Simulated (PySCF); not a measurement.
**Correlation energy of Zn²⁺ (zinc, charge +2)**

[Ar] 3d9 4p1, one real determinant (an excited configuration). Calculation: PySCF 2.14, in aug-cc-pwCVTZ-PP with ECP10MDF; scalar relativity through the core potential. Frozen: 3s2 3p6; 10 electrons correlated.

MP2 pair energies summed by pair of shells (mhartree):

| pair | energy | share (%) |
| --- | --- | --- |
| 3d-3d | -366.70 | 94.7 |
| 3d-4p | -20.69 | 5.3 |

Total MP2 correlation energy: -387.39 mhartree.

Same-spin part -139.94 and opposite-spin part -247.45 mhartree; SCS-MP2 scales them by 1/3 and 6/5 to -343.59 mhartree.

The reference is one real determinant that mixes LS terms of this configuration.
